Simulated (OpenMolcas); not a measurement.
Computed levels of 2s2 2p3 in ions with 7 electrons, in cm-1 above 4S* 3/2.

```json
{
  "Program": "OpenMolcas",
  "Method": "SS-RASPT2, IPEA 0.25 Eh, imaginary shift 0.1 Eh",
  "Basis": "ANO-R2",
  "Scalar Hamiltonian": "X2C, finite nucleus",
  "Spin-orbit coupling": "state interaction with AMFI integrals over the reference wave functions, term energies averaged over their components"
}
```

Active space for each ion: 5 electrons in 9 orbitals (RAS2 2s 2p; RAS3 3d, at most 2 electrons); closed shells correlated by CASPT2: 1s.

```
  Level     O+   Ne3+
2D* 3/2  27510  42220
2D* 5/2  27510  42240
2P* 3/2  41400  63660
2P* 1/2  41400  63660
```

Task: Estimate 2D* 3/2, 2D* 5/2 for F2+ from its neighbours O+ and Ne3+.

Result: 2D* 3/2 is another term, which grows about linearly with the charge: (27510 + 42220) / 2 = 34865. The calculation gives 34910, so the estimate is off by -0.1 %.
2D* 5/2 is another term, which grows about linearly with the charge: (27510 + 42240) / 2 = 34875. The calculation gives 34920, so the estimate is off by -0.1 %.

Active for correlation alone: 3d; no level in the range computed is led by a configuration that fills it, so any true level of that kind is missing. Only configurations of the active space appear.

* marks odd parity.
